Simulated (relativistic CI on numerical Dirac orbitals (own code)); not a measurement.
Ar XV: computed level list

Computed by Dirac-Coulomb-Breit CI, orbitals from a KLI potential per configuration, model QED (radiative potential, 1s self-energy scaled to tabulated hydrogen-like ionisation energies), unscaled Slater integrals (own radial code, finite nucleus).

CI space (outside the closed core 1s2): 2s2, 2s 2p, 2p2, 2p 3s, 2p 3p, 2s 3s, 2s 3p, 2s 3d, 2s 4s, 2s 4p, 2s 4d, 2s 4f, 2s 5s, 2s 5p, 2s 5d, 2s 5f, 2s 5g, 3s2, 3s 3p, 3p2. Levels of other configurations are missing.

```
No.  Configuration  Term  J  E (10³ cm⁻¹)    %  Landé g  jj configuration (%)
  1            2s2    1S  0           0.0   95                    closed (95)
  2          2s 2p   3P°  0         229.8  100                 2s 2p1/2 (100)
  3          2s 2p   3P°  1         237.0  100    1.498         2s 2p1/2 (71)
  4          2s 2p   3P°  2         253.7  100    1.499        2s 2p3/2 (100)
  5          2s 2p   1P°  1         465.6  100    1.000         2s 2p3/2 (71)
  6            2p2    3P  0         607.9   99                   2p1/2^2 (74)
  7            2p2    3P  1         618.0  100    1.499     2p1/2 2p3/2 (100)
  8            2p2    3P  2         631.2   97    1.483      2p1/2 2p3/2 (51)
  9            2p2    1D  2         696.5   97    1.014          2p3/2^2 (51)
 10            2p2    1S  0         853.9   94                   2p3/2^2 (71)
 11          2s 3s    3S  1        3935.9   98    2.001            2s 3s (98)
 12          2s 3s    1S  0        3979.6   96                     2s 3s (96)
 13          2s 3p   1P°  1        4046.4   57    1.185         2s 3p1/2 (87)
 14          2s 3p   3P°  0        4047.8   99                  2s 3p1/2 (99)
 15          2s 3p   3P°  1        4052.2   62    1.314         2s 3p3/2 (86)
 16          2s 3p   3P°  2        4054.7   99    1.500         2s 3p3/2 (99)
 17          2s 3d    3D  1        4108.7   98    0.499         2s 3d3/2 (98)
 18          2s 3d    3D  2        4109.5   98    1.166         2s 3d3/2 (61)
 19          2s 3d    3D  3        4110.9   98    1.333         2s 3d5/2 (98)
 20          2s 3d    1D  2        4155.1   98    0.999         2s 3d5/2 (61)
 21          2p 3s   3P°  0        4226.7   99                  2p1/2 3s (99)
 22          2p 3s   3P°  1        4232.7   95    1.477         2p1/2 3s (82)
 23          2p 3s   3P°  2        4251.8   99    1.500         2p3/2 3s (99)
 24          2p 3s   1P°  1        4288.1   87    1.020         2p3/2 3s (78)
 25          2p 3p    1P  1        4294.4   52    0.783      2p1/2 3p1/2 (89)
 26          2p 3p    3D  1        4312.1   51    0.807      2p1/2 3p3/2 (45)
 27          2p 3p    3D  2        4313.5   96    1.169      2p1/2 3p3/2 (64)
 28          2p 3p    3D  3        4330.8   98    1.333      2p3/2 3p3/2 (98)
 29          2p 3p    3S  1        4341.8   70    1.806      2p3/2 3p3/2 (57)
 30          2p 3p    3P  0        4344.3   98               2p1/2 3p1/2 (79)
 31          2p 3p    3P  1        4355.8   78    1.600      2p3/2 3p1/2 (81)
 32          2p 3p    3P  2        4361.3   94    1.471      2p3/2 3p3/2 (45)
 33          2p 3p    1D  2        4393.0   93    1.024      2p3/2 3p3/2 (54)
 34          2p 3p    1S  0        4447.5   94               2p3/2 3p3/2 (77)
 35          2s 4s    3S  1        5272.4  100    2.001           2s 4s (100)
 36          2s 4s    1S  0        5290.6  100                    2s 4s (100)
 37          2s 4p   3P°  0        5313.2  100                 2s 4p1/2 (100)
 38          2s 4p   3P°  1        5313.9   97    1.487         2s 4p1/2 (81)
 39          2s 4p   3P°  2        5316.0  100    1.500        2s 4p3/2 (100)
 40          2s 4p   1P°  1        5322.3   97    1.013         2s 4p3/2 (81)
 41          2s 4d    3D  1        5339.1  100    0.499        2s 4d3/2 (100)
 42          2s 4d    3D  2        5339.4  100    1.166         2s 4d3/2 (63)
 43          2s 4d    3D  3        5339.9  100    1.333        2s 4d5/2 (100)
 44          2s 4f   3F°  2        5354.0  100    0.666        2s 4f5/2 (100)
 45          2s 4f   3F°  3        5354.2   99    1.082         2s 4f5/2 (65)
```

Energies count from the lowest computed level; ° marks odd parity. Filled j subshells are mostly left out of the jj labels.

The mean weight of the leading LS term, summed over parents, in these 45 levels is 93 %, and that of the leading jj configuration (from the same eigenvectors) 82 %, so LS coupling describes them better.

At this charge energies of transitions that change n are usually good to better than 1 %, and those within a shell (Δn = 0) to a few per cent.

LS names give the leading component of a level, which can be under half, so a name can repeat, a term be missing and a line seem to break the LS rules.
